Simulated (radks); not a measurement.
The nuclear charge of the zinc ion Zn+ is varied continuously with 29 electrons held in [Ar] 3d10 4s1. Method: Dirac Kohn-Sham, BLYP, spin-unpolarised, spherical densities, point nucleus; computed with a radial shooting solver on a logarithmic mesh with Libxc functionals. By the Hellmann-Feynman theorem dE/dZ = E(electron-nucleus)/Z, the electronic potential at the nucleus.

Z = 29.5: E (hartree) -1724.86321; E(electron-nucleus)/Z (hartree) -140.834; HOMO 4s1/2; e(HOMO) (eV) -9.019; <r> HOMO (bohr) 2.625
Z = 30: E (hartree) -1796.09361; E(electron-nucleus)/Z (hartree) -144.085; HOMO 4s1/2; e(HOMO) (eV) -14.126; <r> HOMO (bohr) 2.399
Z = 30.5: E (hartree) -1868.94676; E(electron-nucleus)/Z (hartree) -147.326; HOMO 4s1/2; e(HOMO) (eV) -19.889; <r> HOMO (bohr) 2.222
Z = 31: E (hartree) -1943.41883; E(electron-nucleus)/Z (hartree) -150.561; HOMO 4s1/2; e(HOMO) (eV) -26.258; <r> HOMO (bohr) 2.077

The central difference of E at Z = 30 is -144.084 hartree, to compare with the third column; the second derivative is -6.49 hartree.
